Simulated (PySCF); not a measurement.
Species: C7H13FO2.
Structure used (PBE0-D3(BJ)/def2-SVP), in Å, numbered top down from 1:
```
atom  x, y, z in Å
C1    -1.3987   -1.2946   -1.6012
C2    -0.7402   -1.4956   -0.2481
C3    -0.4279   -0.1957    0.4623
O4     0.3695    0.6752   -0.3122
C5     1.6775    0.2985   -0.5193
C6     2.4909    1.5171   -0.8551
F7     1.7510   -0.5901   -1.5808
C8    -1.5722    0.6170    1.0765
C9    -0.7850    0.4482    2.3775
O10    0.1565   -0.4199    1.7396
H11   -1.6490   -2.2602   -2.0640
H12   -0.7252   -0.7536   -2.2794
H13   -2.3319   -0.7150   -1.5136
H14   -1.3832   -2.0828    0.4265
H15    0.2006   -2.0587   -0.3544
H16    2.0627   -0.2384    0.3651
H17    2.5008    2.2092   -0.0022
H18    3.5222    1.2300   -1.1001
H19    2.0419    2.0251   -1.7205
H20   -2.5464    0.1117    1.0543
H21   -1.6576    1.6336    0.6748
H22   -1.3079   -0.0580    3.2051
H23   -0.3092    1.3659    2.7635
```

Theory: PySCF 2.14.0, density-fitted response routines, TDDFT PBE0/def2-SVPD, vertical, gas phase, core orbitals frozen in the response.

Ground-to-excited transition dipoles (e·a0, same axes as the geometry; the sign carries no meaning), for the states with f of 0.002 or more among the lowest 9:

```
state  E (eV)      μx      μy      μz
   S2   7.755  -0.130  -0.089  -0.014
   S3   7.962  -0.116  -0.244   0.048
   S4   8.096  -0.054   0.113  -0.053
   S5   8.161  -0.143   0.028   0.184
   S6   8.400   0.070   0.067   0.059
   S7   8.468  -0.219   0.178  -0.077
   S9   8.673   0.025   0.034  -0.123
```

(1) Work out the oscillator strengths.

(2) Which bond between heavy atoms lies closest to the direction of the S7 transition dipole?

(3) What angle do the transition dipoles of S3 and S5 make?

(4) How is the summed strength of these states shared among x, y and z?

(5) What peak molar absorption coefficient would the strongest computed level give as a lone Gaussian band 0.5 eV wide at half height?

Results:

(1) f = (2/3) ΔE |μ|² with ΔE in hartree (27.2114 eV).

```
state  |μ|² (au)  |μ| (D)      f
   S2      0.025     0.40  0.005
   S3      0.075     0.70  0.015
   S4      0.019     0.35  0.004
   S5      0.055     0.60  0.011
   S6      0.013     0.29  0.003
   S7      0.085     0.74  0.018
   S9      0.017     0.33  0.004
```

(2) O4–C5, at 33° from it; next C3–C8 at 39°.

(3) |cos θ| = |μa·μb| / (|μa| |μb|) = 0.29, so θ ≈ 73° (taken between 0 and 90°, since the signs are arbitrary).

(4) (2/3) Σ ΔE μα² gives 0.022 for x, 0.024 for y and 0.013 for z, 0.058 in all.

(5) ε(max) = 2.175×10⁸ f / FWHM, with the width in cm⁻¹. S7: 2.175×10⁸ × 0.0177 / 4033 ≈ 960 L mol⁻¹ cm⁻¹.

All these states lie below the vertical ionisation energy of 9.79 eV (ΔSCF).

On one thread, Arm Neoverse V2 (aarch64), shared host with 96 logical CPUs at a one-minute load of 64, this took 13 min of wall time (with the writing of density and orbital grids) and 1.4 GiB of memory at its peak.

One conformer stands for the species.

Without π bonds the low states may be Rydberg-like; a valence basis with one diffuse set may place them up to an eV too high.
